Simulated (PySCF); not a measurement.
A GIAO shielding run with PySCF 2.14 (density fitting, non-relativistic, gas phase) on `CC(C)N[SiH2][SiH2]Cl`, C3H12ClNSi2:

```
$ OMP_NUM_THREADS=1 python probes_run.py task.json out

{"job": {"kind": "nmr", "xc": "PBE0", "basis": "pcSseg-1"}, "charge": 0, "multiplicity": 1}
C     -1.585522     1.279609    -0.297966
C     -0.880661    -0.002965     0.147317
C     -1.889483    -1.039968     0.638097
N     -0.076570    -0.573742    -0.913191
Si     1.532879    -0.107218    -1.286306
Si     2.725449    -0.101630     0.689866
Cl     2.628190     1.710844     1.610847
H     -2.249687     1.074061    -1.135829
H     -2.172604     1.693489     0.517647
H     -0.851182     2.018451    -0.609605
H     -0.197026     0.243578     0.968333
H     -1.371679    -1.941578     0.955554
H     -2.461342    -0.649823     1.476041
H     -2.579592    -1.301714    -0.162172
H     -0.658651    -0.903011    -1.670308
H      1.661475     1.174262    -2.015571
H      1.972259    -1.159506    -2.208073
H      4.157166    -0.350195     0.499309
H      2.286776    -1.053692     1.715149
```

Hardware: 1 thread of an Arm Neoverse V2, shared host. The job also computes population analyses, field gradients.

Q: How large is the calculation?

A: 82 electrons, 200 basis functions and 1104 auxiliary functions.

Q: How long does it take, and how much memory does it need?

A: 36 s of wall time, with 12 SCF cycles and 4 response iterations; peak memory 0.83 GiB. Times on a shared host scatter by some tens of per cent.
